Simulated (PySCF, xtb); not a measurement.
Sb(H)(Me)2 (C₂H₇Sb), SMILES [CH3][SbH][CH3].

Harmonic wavenumbers (cm⁻¹) from GFN2-xTB in xtb 6.7.1 at its own minimum, in rising order: 110, 120, 179, 497, 513, 551, 573, 744, 797, 799, 806, 1280, 1288, 1462, 1468, 1473, 1478, 1521, 3026, 3034, 3040, 3043, 3048, 3050.

### Question
What does PBE0-D3(BJ)/def2-SVP in PySCF 2.14.0 give at its own minimum? (An estimate is asked for; the answer gives what the named calculation found.)

### Answer
121, 121, 177, 513, 518, 566, 576, 720, 830, 832, 846, 1213, 1227, 1430, 1431, 1439, 1441, 1934, 3069, 3071, 3187, 3187, 3195, 3196. Paired by order, the mean absolute difference is 64 cm⁻¹ and the zero-point energies are 48.5 and 49.8 kcal/mol.
